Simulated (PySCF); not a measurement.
# Dy⁴⁸⁺: ionisation energy

Dy⁴⁸⁺ [Ar] (1S) → Dy⁴⁹⁺ [Ne] 3s2 3p5 (2P), as a difference of total energies. All numbers are calculated (PySCF 2.14, scalar relativity by spin-free X2C-1e, in an even-tempered Gaussian basis (17 s from 11 bohr⁻², ratio 2.5; 12 p from 14 bohr⁻², ratio 2.5; 4 d from 60 bohr⁻², ratio 2.7; 4 f from 90 bohr⁻², ratio 2.7)). Correlated levels: outer shells: 1s2 frozen; virtual orbitals above 40 to 60 times the deepest correlated orbital energy dropped. The calculations carry no spin-orbit coupling.

```
                method  ionisation energy (eV)
                   UHF                  4368.8
                   LDA                  4369.5
                   PBE                  4370.1
                  BLYP                  4370.1
                  BP86                  4370.9
    MP2 (outer shells)                  4369.9
SCS-MP2 (outer shells)                  4369.7
```

Q: Estimate what r2SCAN gives.

A: 4371.3 eV, closest to BP86 among the rows shown.

Q: Estimate what PBE0 gives.

A: 4370.3 eV, closest to PBE among the rows shown.

A first-order spin-orbit estimate (lowest level to lowest level, LS coupling) adds -62.986 eV.

Breit and QED terms and the two-electron picture change are absent.

For comparison: 4303 ± 4 eV (theoretical estimate listed by NIST; NIST Atomic Spectra Database, ionization energies).
